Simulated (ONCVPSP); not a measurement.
**Configuration tests for Se (ONCV)**

| Item | Value |
| --- | --- |
| Element | selenium |
| Generator | ONCVPSP 4.0.1 |
| Type | optimised norm-conserving Vanderbilt (ONCV) |
| Functional | PBE |
| Relativity | scalar-relativistic |
| Frozen core | [Ar] |
| Valence charge | 16 |
| Reference configuration | 3d10 4s2 4p2 (charge +2) |
| Partial waves | 4s: rc 1.50 bohr, ncon 5, nbas 10, qcut 5 1/bohr, 1 projector; 4p: rc 1.70 bohr, ncon 4, nbas 8, qcut 5.2 1/bohr, 2 projectors, debl 2.7 Ha; 3d: rc 0.80 bohr, ncon 4, nbas 9, qcut 22.9 1/bohr, 2 projectors, debl 2.9 Ha |
| Local potential | polynomial inside 0.50 bohr (lpopt 5, dvloc0 6 Ha) |
| Core correction | none |

Energies are relative to the spin-unpolarised reference configuration 3d10 4s2 4p2; without spin polarisation the order of configurations can differ from experiment.

```tsv
valence configuration	charge	ΔE all-electron (eV)	error AE − PS (meV)
3d10 4s2 4p4	0	-31.194	+8.6
3d10 4s2 4p3	+1	-20.349	+5.1
```

(1) What are ΔE and the potential's error for 3d10 4s1 4p5?

(2) What are ΔE and the potential's error for 3d10 4s2 4p1?

Note: ghosts flagged at negative energy: s at -669.2 eV, p at -60.2 eV; no localised positive-energy state flagged. A true bound ghost makes a file unfit for plane-wave use.

Answers

(1) ΔE = -20.312 eV all-electron; the error (AE − PS) is +1.9 meV.

(2) ΔE = 30.869 eV all-electron; the error (AE − PS) is +1.9 meV.
